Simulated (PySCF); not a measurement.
Computed shifts of a molecule C₄H₁₀Zn, KT2/pcSseg-1 in PySCF, GIAO, gas phase, equivalent atoms averaged, in ppm (number of nuclei): ¹³C: 15.2 (2), 11.0 (2). ¹H: 1.55 (6), 0.80 (4). References: ¹³C against TMS (σ = 185.1 ppm); ¹H against TMS (σ = 31.47 ppm), references at their B3LYP-D3(BJ)/def2-TZVP geometries, non-relativistic. Geometry: B3LYP-D3(BJ)/def2-SVP. One conformer was computed; it need not be the lowest.

### Question
Which structure fits?
(A) [CH3][Zn][CH](C)C
(B) C[C](C)(C)[ZnH]
(C) C[CH2][Zn][CH2]C

### Answer
C, C[CH2][Zn][CH2]C
